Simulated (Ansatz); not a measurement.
`CB(Cl)CBr`, relaxed with RKS PBE-D4/def2-SVP in Ansatz from a rough embedded geometry. The force threshold is 0.03 eV/Å; the program also tests the step.

Total charge 0; spin multiplicity 1.

Start:

```xyz
10

C     0.191   -1.134    0.815
B     0.004    0.381    0.438
Cl   -0.129    1.593    1.784
C     0.037    0.951   -1.053
Br   -1.518    0.206   -2.029
H     1.020   -1.314    1.418
H    -0.760   -1.463    1.365
H     0.221   -1.719   -0.130
H    -0.012    1.986   -1.062
H     0.945    0.514   -1.546
```

| step | energy (eV) | largest force (eV/Å) | largest move (Å) |
| --- | --- | --- | --- |
| 1 | -85368.0606 | 3.184 | 0.000 |
| 2 | -85368.3134 | 0.855 | 0.087 |
| 3 | -85368.3336 | 0.402 | 0.065 |
| 4 | -85368.3480 | 0.154 | 0.052 |
| 5 | -85368.3494 | 0.145 | 0.037 |
| 6 | -85368.3546 | 0.124 | 0.082 |
| 7 | -85368.3640 | 0.281 | 0.197 |
| 8 | -85368.3691 | 0.160 | 0.027 |
| 9 (rejected) | -85368.3689 | 0.258 | 0.060 |
| 10 | -85368.3736 | 0.024 | 0.029 |
| 11 | -85368.3749 | 0.052 | 0.091 |
| 12 | -85368.3751 | 0.080 | 0.023 |
| 13 | -85368.3758 | 0.016 | 0.013 |

End:

```xyz
10

C     0.163   -1.145    0.789
B    -0.064    0.359    0.415
Cl   -0.559    1.508    1.679
C     0.162    0.936   -1.037
Br   -1.617    0.464   -1.781
H     1.132   -1.217    1.334
H    -0.606   -1.529    1.489
H     0.223   -1.814   -0.091
H     0.264    2.031   -1.134
H     0.904    0.407   -1.663
```

It took 21 s on 4 threads of a server CPU on a shared host, with 0.18 GiB of host memory at the peak.
